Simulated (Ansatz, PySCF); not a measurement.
Gas-phase reaction in SMILES: CO[Si](Cl)(OC)OC [chloro(trimethoxy)silane] + 3 O (H2O) + 3 [SiH4] (SiH4) → 3 CO (CH4O) + 3 O[SiH3] [hydroxysilane] + [SiH3]Cl
Each molecule is optimised on its own at B3LYP-D3(BJ)/def2-TZVP (Ansatz, a program for electronic structure), one conformer each, not searched for the lowest. Frequencies are from Ansatz or PySCF.

Wanted: bond separation energy (0 K, with B3LYP-D3(BJ) harmonic zero-point energies), in kcal/mol. Correlated levels leave the core frozen unless marked. Spin-orbit coupling is left out. Non-relativistic. CBS(X,Y): correlation extrapolated as X^-3; Hartree-Fock from the larger set. [CCSD(T)-MP2]/basis is that difference in the basis named.

```tsv
level	program	bond separation energy (kcal/mol)
B3LYP/def2-TZVPD	Ansatz	[?]
PBE0/STO-3G	Ansatz	24.2
PBE0-D4/def2-TZVPD	Ansatz + dftd4	29.3
r2SCANh/def2-TZVPD	Ansatz	[?]
HSE06-D3(BJ)/def2-TZVPD	Ansatz + dftd3	28.3
CAM-B3LYP/def2-TZVPD	Ansatz	25.1
LC-wPBE/def2-TZVPD	Ansatz	25.7
B2PLYP/def2-TZVPD	Ansatz	26.1
SCS-MP2/6-31G*	Ansatz	30.6
SCS-MP2/aug-cc-pV(D+d)Z	Ansatz	29.1
CCSD/6-31G	Ansatz	[?]
CCSD/cc-pV(T+d)Z	Ansatz	[?]
CCSD/cc-pwCVTZ	Ansatz	27.6
RI-MP2/CBS(aug-cc-pV(T+d)Z,aug-cc-pV(Q+d)Z)+[CCSD(T)-MP2]/aug-cc-pV(T+d)Z	Ansatz	29.3
```

Q: Some entries are withheld; supply them.

A: 
- B3LYP/def2-TZVPD, bond separation energy (kcal/mol): 23.0
- r2SCANh/def2-TZVPD, bond separation energy (kcal/mol): 28.2
- CCSD/6-31G, bond separation energy (kcal/mol): 32.8
- CCSD/cc-pV(T+d)Z, bond separation energy (kcal/mol): 27.5
